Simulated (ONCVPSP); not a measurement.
Transferability test, ONCV potential for Be (Z = 4)

```
Element                 : Be (Z = 4)
Generator               : ONCVPSP 4.0.1
Type                    : optimised norm-conserving Vanderbilt (ONCV)
Functional              : LDA (Perdew-Zunger)
Relativity              : scalar-relativistic
Frozen core             : [He]
Valence charge          : 2
Reference configuration : 2s1 (charge +1)
Partial waves           : 2s: rc 2.15 bohr, ncon 5, nbas 10, qcut 2.5 1/bohr, 3 projectors, debl 3.9 Ha; p scattering state at 0.1 Ha: rc 1.85 bohr, ncon 4, nbas 8, qcut 5.3 1/bohr, 2 projectors, debl 3.4 Ha
Local potential         : polynomial inside 1.25 bohr (lpopt 4, dvloc0 6 Ha)
Core correction         : polynomial model core, fcfact 0.55
```

In the p channel the program set the typed energies aside and used 0.050, 3.450 Ha.

Energies are relative to the spin-unpolarised reference configuration 2s1; without spin polarisation the order of configurations can differ from experiment.

Give the all-electron excitation energy and the error of the potential for: 2s2; 2s1.5; 2s1 2p1; 2s0 2p1.

| valence configuration | charge | ΔE all-electron (eV) | error AE − PS (meV) |
| --- | --- | --- | --- |
| 2s2 | 0 | -9.520 | -1.8 |
| 2s1.5 | +0.5 | -5.768 | -0.8 |
| 2s1 2p1 | 0 | -6.000 | +5.7 |
| 2s0 2p1 | +1 | 3.814 | +1.1 |

Levels in the configuration 2s0 2p1:

| level | all-electron (eV) | pseudo (eV) |
| --- | --- | --- |
| 2p | -9.915 | -9.942 |
